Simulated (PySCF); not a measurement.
**Correlation energy of Ta²⁺ (tantalum, charge +2)**

[Xe] 4f14 5d2 6s1, high-spin 4F determinant (an excited configuration). All numbers are calculated (PySCF 2.14, a scalar-relativistic core potential, in aug-cc-pVTZ-PP with ECP60MDF). Frozen: 5s2 5p6; 3 electrons correlated.

| level | correlation energy (mhartree) |
| --- | --- |
| CCSD | -15.64 |
| (T) | -0.11 |
| CCSD(T) | -15.75 |

Diagnostics: T1 = 0.0023, D1 = 0.0050, largest double amplitude 0.025.

**Question.** Is a single reference adequate?

**Answer.** Yes, within this model without spin-orbit coupling: T1 lies below 0.03 and no double amplitude reaches 0.07.
